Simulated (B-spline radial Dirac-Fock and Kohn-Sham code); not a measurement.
# Core-level shifts of dysprosium with charge state

Level of theory: Dirac-Fock (average of configuration) total-energy differences with a finite nucleus, the Breit interaction including its frequency dependence, and self-energy and vacuum-polarisation corrections; an atomic code on a B-spline grid. Each ion is free and in its tabulated ground configuration. No correlation.

Reference: Dy⁷⁺, [Kr] 4d10 4f9 5s2 5p2, with L2 (2p1/2) 8692.9 eV, L3 (2p3/2) 7901.8 eV, M5 (3d5/2) 1407.0 eV, N2 (4p1/2) 448.8 eV, O1 (5s) 146.8 eV, Kα1 (K-L3) 45997.1 eV, Kβ1 (K-M3) 52109.6 eV, Lα1 (L3-M5) 6494.8 eV. Shifts from it, in eV (a dash: the subshell is empty, belongs to an open shell averaged over j, or its hole state is left out as unreliable):

```
  ion          configuration  L2 (2p1/2)  L3 (2p3/2)  M5 (3d5/2)  N2 (4p1/2)  O1 (5s)    Kα1    Kβ1    Lα1
 Dy⁸⁺  [Kr] 4d10 4f8 5s2 5p2       +28.5       +28.6       +29.5       +27.7    +20.3  -0.75  -1.80  -0.91
 Dy⁹⁺  [Kr] 4d10 4f8 5s2 5p1           ?           ?           ?           ?        ?      ?      ?      ?
Dy¹⁰⁺      [Kr] 4d10 4f8 5s2       +72.4       +72.4       +72.1       +68.9    +53.4  +0.68  +1.07  +0.26
Dy¹¹⁺      [Kr] 4d10 4f7 5s2      +105.1      +105.1      +105.7       +99.9    +75.7  -0.08  -0.71  -0.63
```

Q: Give the missing shifts for Dy⁹⁺.

A: L2 (2p1/2) +50.1, L3 (2p3/2) +50.1, M5 (3d5/2) +50.5, N2 (4p1/2) +48.0, O1 (5s) +36.7, Kα1 -0.07, Kβ1 -0.43, Lα1 -0.35 (eV).

Over this range L2 (2p1/2) moves by +105.1 eV and Kα1 by -0.1 eV: a line is a difference of two levels that shift in the same direction.

Values without a named source are computed, but for edge energies of neutral atoms, which are taken from tables.
